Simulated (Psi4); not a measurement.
C$_{4}$H$_{8}$BN (SMILES C=CB(N)C=C), singlet, geometry from GFN2-xTB; R2SCAN/def2-SVPD (Psi4).

The Psi4 input:
```
memory 2 GB

molecule mol {
0 1
  B     0.135673    0.404100    0.138318
  C    -1.091938   -0.555223    0.310752
  C    -1.519506   -1.050113    1.465671
  H    -1.629165   -0.855820   -0.582863
  H    -2.362155   -1.721519    1.543083
  H    -1.027672   -0.820118    2.398877
  C     1.044359    0.375844   -1.136144
  C     0.980529   -0.522898   -2.111831
  H     1.803859    1.148640   -1.228059
  H     1.637924   -0.507483   -2.969047
  H     0.262067   -1.326738   -2.092357
  N     0.435054    1.316930    1.140317
  H    -0.100273    1.402036    1.987757
  H     1.211010    1.956325    1.098110
}

set basis def2-svpd
set reference rks

energy('r2scan')
print_variables()
```

Output, abridged:

```
   => Loading Basis Set <=

    Name: DEF2-SVPD
    Role: ORBITAL
    Keyword: BASIS

         ---------------------------------------------------------
                                   SCF
               by Justin Turney, Rob Parrish, Andy Simmonett
                          and Daniel G. A. Smith
                              RKS Reference
         ---------------------------------------------------------

  ==> Geometry <==

    Molecular point group: c1
    Full point group: C1

    Geometry (in Angstrom), charge = 0, multiplicity = 1:

       Center              X                  Y                   Z               Mass
    ------------   -----------------  -----------------  -----------------  -----------------
         B            0.131466000875     0.390151172273     0.138455869432    11.009305360000
         C           -1.096144999125    -0.569171827727     0.310889869432    12.000000000000
         C           -1.523712999125    -1.064061827727     1.465808869432    12.000000000000
         H           -1.633371999125    -0.869768827727    -0.582725130568     1.007825032230
         H           -2.366361999125    -1.735467827727     1.543220869432     1.007825032230
         H           -1.031878999125    -0.834066827727     2.399014869432     1.007825032230
         C            1.040152000875     0.361895172273    -1.136006130568    12.000000000000
         C            0.976322000875    -0.536846827727    -2.111693130568    12.000000000000
         H            1.799652000875     1.134691172273    -1.227921130568     1.007825032230
         H            1.633717000875    -0.521431827727    -2.968909130568     1.007825032230
         H            0.257860000875    -1.340686827727    -2.092219130568     1.007825032230
         N            0.430847000875     1.302981172273     1.140454869432    14.003074004430
         H           -0.104479999125     1.388087172273     1.987894869432     1.007825032230
         H            1.206803000875     1.942376172273     1.098247869432     1.007825032230

  Running in c1 symmetry.

  Rotational constants: A =      0.17741  B =      0.08473  C =      0.05857 [cm^-1]
  Rotational constants: A =   5318.60852  B =   2540.00561  C =   1756.00004 [MHz]
  Nuclear repulsion =  197.212452173731350

  Charge       = 0
  Multiplicity = 1
  Electrons    = 44
  Nalpha       = 22
  Nbeta        = 22

  ==> Algorithm <==

  SCF Algorithm Type is DF.
  DIIS enabled.
  MOM disabled.
  Fractional occupation disabled.
  Guess Type is SAD.
  Energy threshold   = 1.00e-06
  Density threshold  = 1.00e-06
  Integral threshold = 1.00e-12

  ==> Primary Basis <==

  Basis Set: DEF2-SVPD
    Blend: DEF2-SVPD
    Number of shells: 80
    Number of basis functions: 184
    Number of Cartesian functions: 196
    Spherical Harmonics?: true
    Max angular momentum: 2

  ==> DFT Potential <==

   => LibXC <=

    Version 7.1.2
    S. Lehtola, C. Steigemann, M. J. T. Oliveira, and M. A. L. Marques,  SoftwareX 7, 1–5 (2018) (10.1016/j.softx.2017.11.002)

   => Composite Functional: R2SCAN <=

    r2SCAN Meta-GGA XC Functional  (0.1021/acs.jpclett.0c02405)
    J. W. Furness, A. D. Kaplan, J. Ning, J. P. Perdew, J. Sun  J. Phys. Chem. Lett.  11, 8208–8215, 2020

    Deriv               =              1
    GGA                 =           TRUE
    Meta                =           TRUE

    Exchange Hybrid     =          FALSE
    MP2 Hybrid          =          FALSE

   => Exchange Functionals <=

    1.0000   XC_MGGA_X_R2SCAN

   => Correlation Functionals <=

    1.0000   XC_MGGA_C_R2SCAN

   => LibXC Density Thresholds  <==

    XC_MGGA_C_R2SCAN:  1.00E-15
    XC_MGGA_X_R2SCAN:  1.00E-11

   => Molecular Quadrature <=

    Radial Scheme          =       TREUTLER
    Pruning Scheme         =           NONE
    Nuclear Scheme         =       TREUTLER

    Blocking Scheme        =         OCTREE
    BS radius alpha        =              1
    Pruning alpha          =              1
    Radial Points          =             75
    Spherical Points       =            302
    Total Points           =         300456
    Total Blocks           =           2276
    Max Points             =            256
    Max Functions          =            182
    Weights Tolerance      =       1.00E-15

   => Loading Basis Set <=

    Name: (DEF2-SVPD AUX)
    Role: JKFIT
    Keyword: DF_BASIS_SCF

  ==> Integral Setup <==

  SCF_SUBTYPE=INCORE selected. In-core MEM_DF algorithm will be used.
  Using in-core AOs.

  ==> MemDFJK: Density-Fitted J/K Matrices <==

    J tasked:                   Yes
    K tasked:                    No
    wK tasked:                   No
    Algorithm:                 Core
    Schwarz Cutoff:           1E-12
    Mask sparsity (%):       1.9317
    Fitting Condition:        1E-10

   => Auxiliary Basis Set <=

  Basis Set: (DEF2-SVPD AUX)
    Blend: DEF2-UNIVERSAL-JKFIT
    Number of shells: 198
    Number of basis functions: 596
    Number of Cartesian functions: 698
    Spherical Harmonics?: true
    Max angular momentum: 4

  Minimum eigenvalue in the overlap matrix is 4.3178440876E-05.
  Reciprocal condition number of the overlap matrix is 4.0654700013E-06.
    Using symmetric orthogonalization.

  ==> Pre-Iterations <==

  SCF Guess: Superposition of Atomic Densities via on-the-fly atomic UHF (no occupation information).

   -------------------------
    Irrep   Nso     Nmo
   -------------------------
     A        184     184
   -------------------------
    Total     184     184
   -------------------------

  ==> Iterations <==

                           Total Energy        Delta E     RMS |[F,P]|

   @DF-RKS iter SAD:  -235.69119867055070   -2.35691e+02   0.00000e+00
   @DF-RKS iter   1:  -235.89147441328259   -2.00276e-01   5.95759e-03 DIIS/ADIIS
   @DF-RKS iter   2:  -235.28251221482233    6.08962e-01   8.08125e-03 DIIS/ADIIS
   @DF-RKS iter   3:  -236.49368465178961   -1.21117e+00   1.47377e-03 DIIS/ADIIS
   @DF-RKS iter   4:  -236.52304638683984   -2.93617e-02   9.08331e-04 DIIS/ADIIS
   @DF-RKS iter   5:  -236.53818928535787   -1.51429e-02   2.05185e-04 DIIS/ADIIS
   @DF-RKS iter   6:  -236.53883068128238   -6.41396e-04   6.84294e-05 DIIS
   @DF-RKS iter   7:  -236.53891335286477   -8.26716e-05   1.57446e-05 DIIS
   @DF-RKS iter   8:  -236.53891749268809   -4.13982e-06   4.17783e-06 DIIS
   @DF-RKS iter   9:  -236.53891776796755   -2.75279e-07   1.94287e-06 DIIS
   @DF-RKS iter  10:  -236.53891783451320   -6.65457e-08   5.73376e-07 DIIS
  Energy and wave function converged.

  ==> Post-Iterations <==

   Electrons on quadrature grid:
      Ntotal   =   43.9999497104 ; deviation = -5.029e-05

    Orbital Energies [Eh]
    ---------------------

    Doubly Occupied:

[...]
      22A     -0.240912

    Virtual:

[...]
    Final Occupation by Irrep:
              A
    DOCC [    22 ]
    NA   [    22 ]
    NB   [    22 ]

  @DF-RKS Final Energy:  -236.53891783451320

   => Energetics <=

    Nuclear Repulsion Energy =            197.2124521737313501
    One-Electron Energy =                -708.0481097417479077
    Two-Electron Energy =                 309.7586802062686502
    DFT Exchange-Correlation Energy =     -35.4619404727652778
    Empirical Dispersion Energy =           0.0000000000000000
    VV10 Nonlocal Energy =                  0.0000000000000000
    Total Energy =                       -236.5389178345131995

Computation Completed

Properties will be evaluated at   0.000000,   0.000000,   0.000000 [a0]

Properties computed using the SCF density matrix

 Multipole Moments:

 ------------------------------------------------------------------------------------
     Multipole            Electronic (a.u.)      Nuclear  (a.u.)        Total (a.u.)
 ------------------------------------------------------------------------------------

 L = 1.  Multiply by 2.5417464519 to convert [e a0] to [Debye]
 Dipole X            :          0.4925576           -0.3497996            0.1427581
 Dipole Y            :          1.5049391           -1.1598297            0.3451094
 Dipole Z            :          0.3448307            0.0114598            0.3562905
 Magnitude           :                                                    0.5161621

 ------------------------------------------------------------------------------------

  Variable Map:
  ----------------------------------------------------------------------------
[...]
  Array Variable Map:
  ----------------------------------------------------------------------------
[...]
[...]
```
